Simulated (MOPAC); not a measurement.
Input for MOPAC: PM7 on H3ISiSn (SMILES [SiH3][Sn][I]), a point of a torsion scan.

```
PM7 1SCF PRECISE CHARGE=0 THREADS=1
H3ISiSn

Si    -0.78212772 1     0.00668520 1    -0.03148383 1
Sn     1.41092726 1     1.47299536 1     0.15275439 1
I      2.87009699 1     0.23557781 1    -1.77584067 1
H     -1.09937279 1    -0.68169406 1     1.23605409 1
H     -1.98087599 1     0.82650942 1    -0.30002730 1
H     -0.82136190 1    -1.05251917 1    -1.04993689 1
```

Program output:

```
*******************************************************************************
 **                                                                           **
 **                              MOPAC v23.2.5                                **
 **                                                                           **
 *******************************************************************************
 ** MOPAC's Digital Object Identifier: https://doi.org/10.5281/zenodo.6511958 **
 **                                                                           **
 ** Please cite the open-source release paper for use of this MOPAC version:  **
 ** J. E. Moussa and J. J. P. Stewart (2026)                                  **
 ** MOPAC: An open-source semiempirical molecular orbital program             **
 ** J. Open Source Softw., 11(119), 8025, https://doi.org/10.21105/joss.08025 **
 *******************************************************************************

                              PM7 CALCULATION RESULTS

 *******************************************************************************
 *  PM7        - The PM7 Hamiltonian to be used
 *
 *
 *
 *                 CHARGE ON SYSTEM = 0
 *
 *
 *
 *  PRECISE    - TIGHTER CRITERIA TO BE USED
 *  1SCF       - DO 1 SCF AND THEN STOP
 *  THREADS=1  - MULTI-THREADING NOT USED
 *  T=         - A TIME OF 172800.0 SECONDS REQUESTED
 *  DUMP=N     - RESTART FILE WRITTEN EVERY 7200.0 SECONDS REQUESTED
 *******************************************************************************
PM7 1SCF PRECISE CHARGE=0 THREADS=1
 H3ISiSn

   ATOM   CHEMICAL          X               Y               Z
  NUMBER   SYMBOL      (ANGSTROMS)     (ANGSTROMS)     (ANGSTROMS)

     1      Si         -0.78212772  *   0.00668520  *  -0.03148383  *
     2      Sn          1.41092726  *   1.47299536  *   0.15275439  *
     3       I          2.87009699  *   0.23557781  *  -1.77584067  *
     4       H         -1.09937279  *  -0.68169406  *   1.23605409  *
     5       H         -1.98087599  *   0.82650942  *  -0.30002730  *
     6       H         -0.82136190  *  -1.05251917  *  -1.04993689  *



          CARTESIAN COORDINATES

    NO.       ATOM           X           Y           Z

     1        Si         -0.7821      0.0067     -0.0315
     2        Sn          1.4109      1.4730      0.1528
     3         I          2.8701      0.2356     -1.7758
     4         H         -1.0994     -0.6817      1.2361
     5         H         -1.9809      0.8265     -0.3000
     6         H         -0.8214     -1.0525     -1.0499

 General Reference for PM7:
 "Optimization of Parameters for Semiempirical Methods VI: More Modifications to the
 NDDO Approximations and Re-optimization of Parameters", J. J. P. Stewart, J. Mol. Mod., 1:32, 19 (2013)
 https://link.springer.com/article/10.1007/s00894-012-1667-x

           Empirical Formula: H3 Si Sn I  =     6 atoms



      MOLECULAR POINT GROUP   :   Cs


      RHF CALCULATION, NO. OF DOUBLY OCCUPIED LEVELS = 9


 -------------------------------------------------------------------------------
 PM7 1SCF PRECISE CHARGE=0 THREADS=1
 H3ISiSn



     1SCF WAS SPECIFIED, SO BFGS WAS NOT USED
     SCF FIELD WAS ACHIEVED


                              PM7 CALCULATION
                                                       MOPAC v23.2.5 Linux




          FINAL HEAT OF FORMATION =         35.99119 KCAL/MOL =     150.58712 KJ/MOL


          COSMO AREA              =        153.40 SQUARE ANGSTROMS
          COSMO VOLUME            =        155.66 CUBIC ANGSTROMS

          IONIZATION POTENTIAL    =          9.049614 EV
          HOMO LUMO ENERGIES (EV) =         -9.050  0.704
          NO. OF FILLED LEVELS    =          9
          MOLECULAR WEIGHT        =        276.7037         POINT GROUP:  Cs

          MOLECULAR DIMENSIONS (Angstroms)

            Atom       Atom       Distance
            H     5    I     3     5.10482
           Sn     2    H     6     3.25788
            H     4    H     5     2.24114


          SCF CALCULATIONS        =          1





   ATOM   CHEMICAL          X               Y               Z
  NUMBER   SYMBOL      (ANGSTROMS)     (ANGSTROMS)     (ANGSTROMS)

     1      Si         -0.78212772  *   0.00668520  *  -0.03148383  *
     2      Sn          1.41092726  *   1.47299536  *   0.15275439  *
     3       I          2.87009699  *   0.23557781  *  -1.77584067  *
     4       H         -1.09937279  *  -0.68169406  *   1.23605409  *
     5       H         -1.98087599  *   0.82650942  *  -0.30002730  *
     6       H         -0.82136190  *  -1.05251917  *  -1.04993689  *

                             CARTESIAN COORDINATES

   1   Si       -0.782127720     0.006685200    -0.031483830
   2   Sn        1.410927260     1.472995360     0.152754390
   3    I        2.870096990     0.235577810    -1.775840670
   4    H       -1.099372790    -0.681694060     1.236054090
   5    H       -1.980875990     0.826509420    -0.300027300
   6    H       -0.821361900    -1.052519170    -1.049936890


           Empirical Formula: H3 Si Sn I  =     6 atoms



      MOLECULAR POINT GROUP   :   Cs


                  EIGENVALUES
 -23.05225 -17.95718 -12.35368 -12.32459 -12.03493 -10.83485 -10.19195  -9.58482
  -9.04961   0.70431   0.79025   1.54148   2.52040   2.71356   7.94772  19.97124
  20.03981  20.08988  20.90082  20.96239 126.60207 126.67149 126.74733 127.08609
 127.09117


              NET ATOMIC CHARGES AND DIPOLE CONTRIBUTIONS

  ATOM NO.   TYPE          CHARGE      No. of ELECS.   s-Pop       p-Pop       d-Pop
    1         Si          -0.202545        4.2025     0.93124     3.18672     0.08459
    2         Sn           0.665646        3.3344     1.86572     1.46863
    3          I          -0.446914        7.4469     1.89763     5.54674     0.00254
    4          H          -0.006036        1.0060     1.00604
    5          H          -0.006030        1.0060     1.00603
    6          H          -0.004120        1.0041     1.00412
 DIPOLE           X         Y         Z       TOTAL
 POINT-CHG.    -0.784     4.214     4.325     6.089
 HYBRID        -0.837    -2.375    -1.754     3.069
 SUM           -1.621     1.839     2.571     3.552


          ATOMIC ORBITAL ELECTRON POPULATIONS

     Atom    s        px        py        pz      x^2-y^2     xz        z^2       yz        xy
    1 Si   0.93124   1.13961   1.04958   0.99752   0.01051   0.00582   0.01786   0.02983   0.02057
    2 Sn   1.86572   0.62310   0.50459   0.34095
    3  I   1.89763   1.86346   1.90008   1.78320   0.00053   0.00081   0.00034   0.00055   0.00031
    4  H   1.00604
    5  H   1.00603
    6  H   1.00412

 **********************
 *                    *
 * JOB ENDED NORMALLY *
 *                    *
 **********************




 == MOPAC DONE ==
```

The run finished.

Cost: about 0.04 core-seconds (a rough figure).
